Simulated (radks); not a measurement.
Values are calculated unless marked as measured or tabulated.
Problem. Radial electron density D(r) = 4 pi r^2 rho(r) of an atom or ion with 62 electrons. Level of theory: Dirac Kohn-Sham, PBE, spin-unpolarised, spherical densities, finite nucleus; Fermi nuclear charge, rms radius of each element as measured or else 0.836 A^(1/3) + 0.57 fm (a radial shooting solver on a logarithmic mesh with Libxc functionals).

```
   r/bohr * D(r) (the largest magnitude, 108, reaches the edge; | marks zero)
   0.0024 |      *
 0.002794 |        *
 0.003253 |           *
 0.003817 |             *
 0.004444 |                *
 0.005215 |                    *
 0.006071 |                        *
 0.007068 |                            *
 0.008294 |                                *
 0.009656 |                                    *
  0.01124 |                                       *
  0.01319 |                                         *
  0.01536 |                                          *
  0.01802 |                                         *
  0.02098 |                                        *
  0.02442 |                                      *
  0.02866 |                                     *
  0.03337 |                                     *
  0.03916 |                                       *
  0.04558 |                                            *
  0.05307 |                                                 *
  0.06227 |                                                     *
   0.0725 |                                                      *
   0.0844 |                                                   *
  0.09904 |                                              *
   0.1153 |                                         *
   0.1353 |                                        *
   0.1575 |                                           *
   0.1834 |                                               *
   0.2152 |                                              *
   0.2505 |                                       *
   0.2916 |                             *
   0.3422 |                    *
   0.3984 |                  *
   0.4676 |                    *
   0.5443 |                      *
   0.6337 |                    *
   0.7436 |               *
   0.8657 |          *
    1.016 |       *
    1.183 |     *
    1.377 |    *
    1.616 |   *
    1.881 |  *
     2.19 | *
     2.57 |*
    2.992 |*
    3.511 *
    4.087 *
    4.758 *
    5.583 *
      6.5 *
    7.567 *
     8.88 *
    10.34 *
    12.13 *
    14.12 *
```

What is the nuclear charge?

Solution. Z = 62. The innermost maximum, from 1s, lies near gamma/Z bohr with gamma = sqrt(1 - (Z/c)^2) = 0.892, here 0.0144 bohr (found: 0.0159), and its height grows with Z. The density is that of neutral samarium in [Xe] 4f6 6s2; the configuration itself is not fixed sharply by these data, and Z only to a few units. D(r) has 4 maxima, at r = 0.0159, 0.0702, 0.195, 0.540 bohr, and minima at 0.0306, 0.129, 0.389 bohr, inside which lie 2.01, 11.18, 29.18 electrons.
